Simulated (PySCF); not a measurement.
[NiI4]2- holds Ni(II), d8, at total charge -2. The structure is a PBE0-D3(BJ)/def2-SVP, IEF-PCM water geometry optimised for multiplicity 3; coordination tetrahedral, point group Cs, metal–donor distances 2.63 Å.

```
5

Ni    0.000    0.000    0.000
I     1.594    1.516    1.453
I     1.594   -1.453   -1.516
I    -1.300   -1.617    1.617
I    -1.253    1.633   -1.633
```

Method (PySCF 2.14, density fitting): CASSCF(8,5) with orbitals averaged over all microstates of the shell, strongly contracted NEVPT2 on the averaged canonical orbitals; basis x2c-TZVPall on the metal, x2c-SVPall elsewhere; spin-free X2C; IEF-PCM water; spin-orbit coupling by state interaction with the mean-field operator over all roots.

**Question.** What is the ground state?

**Answer.** 3A'' (from 3T1) (S = 1, orbital degeneracy 1), with 3.9 electrons in the lower (e-type) set and 4.1 in the upper (t2-type) set, by NEVPT2.

**Question.** List the excited states of the same spin.

**Answer.** By NEVPT2, the lowest six: 3A'' (from 3T1) at 1107 cm⁻¹; 3A' (from 3T1) at 1158 cm⁻¹; 3A' (from 3T2) at 2704 cm⁻¹; 3A' (from 3T2) at 3295 cm⁻¹; 3A'' (from 3T2) at 3539 cm⁻¹; 3A'' (from 3A2) at 5960 cm⁻¹. The strongest, at 5960 cm⁻¹, has f = 9.7e-06.

**Question.** Which is the lowest state of another spin?

**Answer.** 1A'' (from 1T2) at 14555 cm⁻¹ by NEVPT2; CASSCF alone puts it at 16210 cm⁻¹ above the same ground state.

**Question.** What ligand-field parameters describe the result?

**Answer.** At CASSCF level (the NEVPT2 levels don't fit a ligand-field model well): orbital energies 0, 130, 1503, 1797, 2167 cm⁻¹; 10Dq = 1757 cm⁻¹ (difference of the means of the two sets); B = 1250 cm⁻¹; C = 4629 cm⁻¹; B over its free-ion value at the same level 0.948; rms of the fit 75 cm⁻¹; ζ = 608 cm⁻¹ (free ion 660).

**Question.** What magnetic behaviour follows?

**Answer.** The ground multiplet can be fitted only roughly by a spin Hamiltonian with S = 1, g = 2.377, 2.916, 3.027, D = 100.96 cm⁻¹, E/|D| = 0.03 (spin-orbit part alone); the lowest levels hold 84 % of the spin-free ground state. μeff is 4.29 μB at 300 K and 1.59 μB at 10 K; the spin-only value is 2.83 μB.

No frequencies were computed for the optimised geometry. NEVPT2 lifts 3A'' (from 3A2) from 3156 to 5960 cm⁻¹; on the d shell alone such lifts tend to overshoot.

The job took 46 s on one thread of Intel Xeon Platinum 8488C (shared host), with 192 basis functions and a peak of 0.92 GiB, launched as `OMP_NUM_THREADS=1 python lf_run.py task.json out`.
